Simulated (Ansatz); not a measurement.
HI, charge -1, doublet, at the geometry of the source list (a state made from the parent by changing its charge; the spin is typed, not shown lowest) (all electrons, no relativity) (a gas-phase anion, which may not be bound at this level); Ansatz (an electronic-structure program) with PBE0/6-311G**.

Here is a job for Ansatz.
Ansatz 0.2 input:
```yaml
crystal:
  periodic: [false, false, false]
  atoms:
    - {symbol: I, position_ang: [0.78500000, 0.00000000, 0.00000000]}
    - {symbol: H, position_ang: [-0.78500000, 0.00000000, 0.00000000]}
basis:
  gaussian:
    orbitals: 6-311G__.json
hamiltonian:
  xc: pbe0
total_charge: -1
magnetization: {spin_polarized: true, initial_magnetization: 1}
```
The basis file holds 6-311G** in the JSON format of the Basis Set Exchange.

Question: Predict the main parts of the log of this Ansatz run.

Answer: 
```
Functional definition: PBE0
584 factors; integrals over basis functions are off by at most 6.2e-4 eV
mean field evaluation 1: about -188292.3970 eV, gradient 1.3e1 eV
mean field evaluation 2: about -188292.6445 eV, gradient 1.6e1 eV
mean field evaluation 4: about -188293.1632 eV, gradient 2.5e-1 eV
mean field evaluation 8: about -188293.1835 eV, gradient 8.6e-3 eV
a density is far from that of the atoms, so the factors are made again for it
591 factors; integrals over basis functions are off by at most 6.2e-4 eV
mean field evaluation 16: about -188293.1636 eV, gradient 8.1e-2 eV
mean field -188293.18349882 eV, -6919.6468638778 hartree, gradient 1.8e-5 eV, S^2 0.752278; 0 other end points of the search recorded, 0 dependent functions left out
reference -188293.18351476 eV, -6919.6468644636 hartree; 28, 27 occupied and 40, 41 virtual orbitals, 591 factors
Total energy: -188293.18351476 eV, -6919.6468644636 hartree
```
